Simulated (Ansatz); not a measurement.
# Which method gave which barrier?

Saddle point of SiNH₇O₂, singlet (SiH₄O₂ ([OH][SiH2][OH]) + NH₃ → SiNH₅O ([NH2][SiH2][OH]) + H₂O; bonds formed: O2–H6; dative contacts that become bonds: Si1–N7; bonds broken: Si1–O2, H6–N7), PBE0-D4/def2-TZVP structure:

```tsv
atom	x (Å)	y (Å)	z (Å)
Si1	-0.5527	-0.5989	0.0841
O2	1.4315	-0.0272	0.4256
H3	0.0281	-1.7289	-0.6915
H4	-2.0162	-0.7304	-0.2278
O5	-0.7009	-0.5117	1.7178
H6	0.8719	0.8296	-0.3751
N7	-0.2305	1.0084	-0.8135
H8	2.0924	-0.6111	0.0491
H9	0.1658	-0.3881	2.1190
H10	-0.3304	0.9578	-1.8199
H11	-0.7590	1.8005	-0.4679
```

Ansatz 0.2.0; basis: def2-TZVPP, with def2-QZVPP for the basis limit; cores frozen in the correlated methods. B3LYP uses VWN-RPA correlation. Extrapolation: Hartree–Fock as exp(−7.88 √X), correlation as X^−2.97. Four methods, as single points on the PBE0-D4 structures, gave these electronic barriers from the start structure: 0.996, 1.348, 1.523, 1.838 eV.

Question: The methods were, in alphabetical order, B3LYP-D4, BHLYP-D4, HF, SPW92. Which gave which? (A judgement: the text doesn't fix the answer.)

Answer: The calculation gives: SPW92 0.996; B3LYP-D4 1.348; BHLYP-D4 1.523; HF 1.838 eV. For comparison, CCSD(T) at an estimated basis limit (MP2 extrapolated from triple and quadruple zeta, plus CCSD(T) − MP2 in triple zeta) gives 1.439 eV.

No T1 diagnostic of these runs exceeds 0.012.

Labels in which every atom is bracketed show which atoms are joined, not bond orders.

For scale, one of the runs: CCSD(T)/def2-TZVPP, 233 basis functions, launched by `ansatz run in.yaml --threads 4 --pin off --events-out ev --progress --plain --max-ram 9574MiB`. Hardware: 4 CPU threads of an Arm Neoverse V2, shared host. Wall time 88 s; peak host memory 4.2 GiB.
